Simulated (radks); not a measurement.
Task: Neutral bismuth, 83 electrons, occupied as [Hg] 6p3 (the NIST ground configuration). Method: non-relativistic Kohn-Sham, r2SCAN, spin-polarised, spherical densities, point nucleus; open shells are filled with parallel spins first (spin-orbit coupling, left out, can overturn this in heavy ions); meta-GGA in the generalised Kohn-Sham scheme; relativity is left out, which matters for an element this heavy; computed with a radial shooting solver on a logarithmic mesh with Libxc functionals. Some entries of the table are withheld. Estimate them.

| orbital | occ. | eigenvalue (eV) | <r^2> (bohr^2) | r(max) (bohr) |
|---|---|---|---|---|
| 1s up | 1 | -81111.52 | 0.0004443 | 0.01210 |
| 1s down | 1 | -81111.47 | 0.0004443 | 0.01210 |
| 2s down | 1 | -13736.24 | 0.006881 | 0.06566 |
| 2s up | 1 | -13736.24 | 0.006881 | 0.06566 |
| 2p up | 3 | -13228.44 | 0.005071 | 0.05092 |
| 2p down | 3 | -13228.41 | 0.005071 | 0.05092 |
| 3s up | 1 | -3303.572 | 0.04217 | 0.1787 |
| 3s down | 1 | -3303.562 | 0.04217 | 0.1787 |
| 3p up | 3 | -3061.727 | 0.03873 | 0.1679 |
| 3p down | 3 | -3061.703 | 0.03873 | 0.1679 |
| 3d up | 5 | -2611.073 | 0.02969 | 0.1318 |
| 3d down | 5 | -2611.049 | 0.02969 | 0.1318 |
| 4s up | 1 | -749.3032 | 0.1976 | 0.3956 |
| 4s down | 1 | -749.2604 | 0.1976 | 0.3956 |
| 4p up | 3 | -641.7069 | 0.2014 | 0.3940 |
| 4p down | 3 | -641.6573 | 0.2014 | 0.3940 |
| 4d up | 5 | -443.3342 | 0.2081 | 0.3848 |
| 4d down | 5 | -443.2795 | 0.2081 | 0.3848 |
| 4f up | 7 | -174.9413 | 0.2218 | 0.3388 |
| 4f down | 7 | -174.8794 | 0.2217 | 0.3388 |
| 5s up | 1 | -128.5278 | 0.9611 | 0.8568 |
| 5s down | 1 | -128.3976 | 0.9621 | 0.8572 |
| 5p up | 3 | -91.7516 | 1.104 | (1) |
| 5p down | 3 | -91.6433 | 1.104 | (2) |
| 5d up | 5 | (3) | 1.712 | 1.025 |
| 5d down | 5 | (4) | 1.675 | 1.024 |
| 6s up | 1 | -12.5583 | 7.027 | 2.144 |
| 6s down | 1 | -10.1374 | 6.809 | 2.107 |
| 6p up | 3 | -5.6791 | 10.61 | 2.546 |
| 6p down | 0 | -2.9697 | 10.03 | 2.509 |

Result: 
(1) 5p up r(max) (bohr): 0.8983
(2) 5p down r(max) (bohr): 0.8988
(3) 5d up eigenvalue (eV): -31.6001
(4) 5d down eigenvalue (eV): -31.3644
